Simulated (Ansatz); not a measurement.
Reaction (formal hydrolysis of the Si–N bond): `O[SiH](O)N[SiH](Cl)Cl` + H₂O → `O[SiH](Cl)Cl` + `N[SiH](O)O`

Program: Ansatz. Geometries: PBE0-D4/def2-TZVP. ΔE: electronic, gas phase. CBS: MP2 limit from def2 TZ/QZ plus the TZ coupled-cluster correction, frozen cores. This one scheme is used for every species. Each species was taken in one conformer, which may not be the lowest.

```json
{"level": "MP2/def2-TZVPP", "ΔE (kJ/mol)": "-31.0"}
{"level": "CCSD(T)/def2-TZVPP", "ΔE (kJ/mol)": "-32.3"}
{"level": "SCS-MP2/def2-QZVPP", "ΔE (kJ/mol)": "-33.4"}
{"level": "HF/CBS(def2)", "ΔE (kJ/mol)": "-46.2"}
```

Q: What does CCSD(T)/CBS give? (Best estimate.)

A: Ansatz gave: -30.1 kJ/mol. The listed levels differ from it by -0.9, -2.2, -3.3, -16.1 kJ/mol.

Largest T1 diagnostic among the species: 0.011.

The D4 term adds +14.2 kJ/mol with B3LYP and +8.4 kJ/mol with PBE0; it sums over pairs of atoms, weighted by their polarisabilities, and B3LYP, whose exchange is more repulsive, gets the larger term. In def2-TZVPP, CCSD(T) changes the Hartree–Fock value by +13.9 kJ/mol (the triples alone add +1.9 kJ/mol) and MP2 by +15.3 kJ/mol.

B3LYP here is the variant with VWN-RPA as its local correlation; programs differ in this.
